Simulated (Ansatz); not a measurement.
`FB(Br)Br` + H₂ → `BrBBr` + H–F at 400 K and 1 bar (hydrogenolysis of a B–F bond).

Computed with Ansatz on PBE0-D4/def2-TZVP structures; ΔE is electronic, products minus reactants. CCSD(T)/CBS is the MP2 limit (def2-TZVPP, def2-QZVPP) plus CCSD(T) − MP2 in def2-TZVPP, frozen cores. This one scheme is used for every species. For Br outer-core shells are correlated without core-valence functions, which leaves a few kJ/mol of doubt a bond. Scalar relativity is left out up to krypton.

```csv
species,CCSD(T)/CBS energy (Eh),H − E (kJ/mol),S (J/(mol·K))
`FB(Br)Br`,-5271.35159,42.3,329.8
H₂,-1.17544,38.0,139.0
`BrBBr`,-5172.09209,54.4,307.5
H–F,-100.39570,36.5,182.2
```

H − E and S are ideal-gas, rigid-rotor, harmonic terms from PBE0-D4/def2-TZVP. The MP2-based limit puts H₂ 0.8 mEh under its directly extrapolated value; such offsets cancel only in part. 1 Eh = 2625.50 kJ/mol, R = 8.31446 J/(mol·K).

Problem. By hand: ΔE, ΔH, ΔS and ΔG.

Solution. ΔE = (-5172.09209) + (-100.39570) − (-5271.35159) − (-1.17544) = 0.03924 Eh = 103.0 kJ/mol. Δ(H − E) = 54.4 + 36.5 − 42.3 − 38.0 = 10.6, so ΔH = 113.6 kJ/mol. ΔS = 307.5 + 182.2 − 329.8 − 139.0 = 20.9 J/(mol·K). ΔG = 113.6 − 400 × (20.9)/1000 = 105.2 kJ/mol.

Problem. By hand: the equilibrium constant, and the temperature at which ΔG would vanish if ΔH and ΔS stayed fixed.

Solution. log₁₀ K = −ΔG/(RT ln 10) = -13.7. ΔG = 0 at ΔH/ΔS = 5435 K, far beyond where these terms or the molecules hold.

ΔH outweighs TΔS. A doubt of 5 kJ/mol in ΔE shifts log₁₀ K by 0.7 here. These are equilibria of isolated gas molecules and say nothing of rates. Largest T1 diagnostic: 0.010 (customary marks: 0.02 for closed shells, 0.045 for open ones).
